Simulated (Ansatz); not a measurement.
Computed with Ansatz on PBE0-D4/def2-TZVP structures; ΔE is electronic, products minus reactants. CCSD(T)/CBS is the MP2 limit (def2-TZVPP, def2-QZVPP) plus CCSD(T) − MP2 in def2-TZVPP, frozen cores. This one scheme is used for every species. DFT in def2-TZVPP. B3LYP here is the variant with VWN-RPA as its local correlation; programs differ in this. Each species was taken in one conformer, which may not be the lowest.

Consider the ligand exchange at a B–C bond: `CBCC#CC` + `C=N` → `C=NBC` + `CC#CC`.

```
             level  ΔE (kJ/mol)  difference from CCSD(T)/CBS
           PBE0-D4       -111.2                         -7.1
          B3LYP-D4       -119.3                        -15.2
           ωB97M-V       -107.8                         -3.7
            B2PLYP       -116.0                        -11.9
               PBE       -120.0                        -15.9
              PBE0       -114.7                        -10.6
             B3LYP       -125.4                        -21.3
     HF/def2-TZVPP       -113.5                         -9.4
SCS-MP2/def2-TZVPP       -102.9                          1.2
   CCSD/def2-TZVPP       -104.8                         -0.7
     HF/def2-QZVPP       -113.4                         -9.3
    MP2/def2-QZVPP       -101.1                          3.0
SCS-MP2/def2-QZVPP       -103.6                          0.5
      HF/CBS(def2)       -113.3                         -9.2
     MP2/CBS(def2)       -101.6                          2.5
    CCSD/CBS(def2)       -105.9                         -1.8
       CCSD(T)/CBS       -104.1                            0
```

Largest T1 diagnostic among the species: 0.014.

The D4 term adds +6.1 kJ/mol with B3LYP and +3.5 kJ/mol with PBE0; it sums over pairs of atoms, weighted by their polarisabilities, and B3LYP, whose exchange is more repulsive, gets the larger term. From PBE to PBE0 (25 % exact exchange), in def2-TZVPP and without D4, ΔE moves by +5.3 kJ/mol. In def2-TZVPP, CCSD(T) changes the Hartree–Fock value by +10.4 kJ/mol (the triples alone add +1.7 kJ/mol) and MP2 by +13.0 kJ/mol.
